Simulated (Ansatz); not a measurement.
One change: `C=N/C([SiH3])=C\F` becomes `C=N/C([SiH3])=C\Cl`.

Ansatz, PBE0-D4/def2-TZVP geometries, multiplicity 1. Each molecule was computed in one conformer, which needn't be the lowest.

| property | `C=N/C([SiH3])=C\F` |
| --- | --- |
| size of the dipole moment (PBE/def2-TZVPP) / D | 1.24 |
| LUMO energy (PBE/def2-TZVPP) / eV | -2.06 |
| LUMO energy (PBE0/def2-TZVPP) / eV | -0.99 |
| HOMO–LUMO gap (PBE/def2-TZVPP) / eV | 3.64 |
| HOMO–LUMO gap (B3LYP/def2-TZVPP) / eV | 5.49 |
| LUMO energy (ωB97M-V/def2-TZVPP) / eV | 1.18 |

**Question.** Give the same properties after the change, and the shifts. (Best estimate.)

**Answer.** Computed: 
```json
{"property": "size of the dipole moment (PBE/def2-TZVPP) / D", "`C=N/C([SiH3])=C\\Cl`": "1.44", "shift": "0.20"}
{"property": "LUMO energy (PBE/def2-TZVPP) / eV", "`C=N/C([SiH3])=C\\Cl`": "-2.13", "shift": "-0.07"}
{"property": "LUMO energy (PBE0/def2-TZVPP) / eV", "`C=N/C([SiH3])=C\\Cl`": "-1.05", "shift": "-0.06"}
{"property": "HOMO–LUMO gap (PBE/def2-TZVPP) / eV", "`C=N/C([SiH3])=C\\Cl`": "3.54", "shift": "-0.10"}
{"property": "HOMO–LUMO gap (B3LYP/def2-TZVPP) / eV", "`C=N/C([SiH3])=C\\Cl`": "5.33", "shift": "-0.16"}
{"property": "LUMO energy (ωB97M-V/def2-TZVPP) / eV", "`C=N/C([SiH3])=C\\Cl`": "1.11", "shift": "-0.07"}
```

With PBE0 the HOMO rises by 0.09 eV and the LUMO falls by 0.06 eV, so the gap narrows by about 0.15 eV. PBE moves the HOMO by 0.03 eV and ωB97M-V by 0.15 eV. Dipoles are sizes alone; their direction can turn.

B3LYP here is the variant with VWN-RPA as its local correlation; programs differ in this.
